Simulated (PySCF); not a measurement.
Excitations are Tamm–Dancoff values on a coarser integration grid. The basis has no diffuse functions, so Rydberg states are missing or too high.

CH5Ga, SMILES `[GaH2][CH3]` (charge 0, multiplicity 1)

These are PBE-D3(BJ)/def2-TZVP // B3LYP-D3(BJ)/def2-TZVP (PySCF) values and carry that method's errors.

```json
{
 "HOMO": "-6.79 eV",
 "dipole_moment": "0.71 D",
 "LUMO": "-2.21 eV",
 "HOMO–LUMO gap": "4.58 eV",
 "S1 excitation (TDA)": "4.71 eV",
 "S1 oscillator strength": "0.001",
 "brightest of the four lowest singlets (TDA)": "7.31 eV",
 "T1 excitation (TDA)": "4.36 eV",
 "S1–T1 gap (TDA)": "0.35 eV",
 "total_energy": "-1965.6031 Ha",
 "cost": "around 23 core-seconds (rough)"
}
```

```xyz
7

C     -0.9100    -0.0445    -0.0308
Ga     1.0674     0.0333     0.0116
H     -1.2953     0.2146     0.9601
H     -1.3155     0.6856    -0.7330
H     -1.2799    -1.0364    -0.2880
H      1.9325    -1.2807     0.0918
H      1.8009     1.4281    -0.0117
```
